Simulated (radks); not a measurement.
Q: Coherent X-ray form factor from a spherical all-electron density. All-electron calculation, non-relativistic Kohn-Sham, r2SCAN, spin-unpolarised, spherical densities, point nucleus; meta-GGA in the generalised Kohn-Sham scheme. Program: a radial shooting solver on a logarithmic mesh with Libxc functionals.

| sin(theta)/lambda (1/angstrom) | f0 (electrons) |
|---|---|
| 0.05 | 61.223 |
| 0.1 | 59.082 |
| 0.15 | 56.027 |
| 0.2 | 52.549 |
| 0.25 | 49.029 |
| 0.3 | 45.700 |
| 0.4 | 39.937 |
| 0.5 | 35.256 |
| 0.6 | 31.320 |
| 0.8 | 25.006 |
| 1 | 20.572 |
| 1.25 | 17.121 |
| 1.5 | 14.871 |
| 2 | 11.205 |

The species is in the configuration that NIST lists as its ground one. Which atom or ion scatters so?

A: The gadolinium ion Gd2+, [Xe] 4f7 5d1. Extrapolating in s^2 from the first two rows gives f0(0) = 61.9, near the electron count 62; among species with that count, the fall with angle is slower the higher Z, and the table is that of Z = 64; from so few rows the species is fixed only to a neighbour or two.
